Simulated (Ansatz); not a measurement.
Stepwise reaction of `NB(Br)Br` with hydrogen fluoride, as a gas-phase model of exchange steps in deposition or etching. ΔE in kJ/mol; ΔG adds harmonic PBE0-D4 terms to CCSD(T)/CBS, at 1 bar.

Calculated with Ansatz (gas phase, PBE0-D4/def2-TZVP geometries, no zero-point term in ΔE). CCSD(T)/CBS is the MP2 limit (def2-TZVPP, def2-QZVPP) plus CCSD(T) − MP2 in def2-TZVPP, frozen cores. This one scheme is used for every species. Functionals use def2-TZVPP. B3LYP here is the variant with VWN-RPA as its local correlation; programs differ in this. For Br outer-core shells are correlated without core-valence functions, which leaves a few kJ/mol of doubt a bond. Scalar relativity is left out up to krypton. One conformer a species, not always the lowest.

```tsv
step	reaction	PBE-D4	B3LYP-D4	ωB97M-V	CCSD(T)/CBS	ΔG(400 K)
2	`NB(F)Br` + H–F → `NB(F)F` + HBr	-60.6	-71.5	-69.5	-61.8	-64.9
```

Question: Give the row of step 1, `NB(Br)Br` + H–F → `NB(F)Br` + HBr. (Best estimate.)

Answer: Ansatz gave: 
| step | reaction | PBE-D4 | B3LYP-D4 | ωB97M-V | CCSD(T)/CBS | ΔG(400 K) |
| --- | --- | --- | --- | --- | --- | --- |
| 1 | `NB(Br)Br` + H–F → `NB(F)Br` + HBr | -54.7 | -64.9 | -63.6 | -51.4 | -59.7 |

Question: By hand: ΔE of the 2 steps together at CCSD(T)/CBS.

Answer: (-51.4) + (-61.8) = -113.2 kJ/mol, or -56.6 kJ/mol a step.

In ΔE each step is lower than the one before. All are downhill at CCSD(T)/CBS. ΔG lies between -64.9 and -59.7 kJ/mol a step. PBE-D4 differs from CCSD(T)/CBS by -3.3 to 1.2 kJ/mol a step. Isolated molecules leave out the surface, adducts and barriers. Largest T1 diagnostic: 0.011.
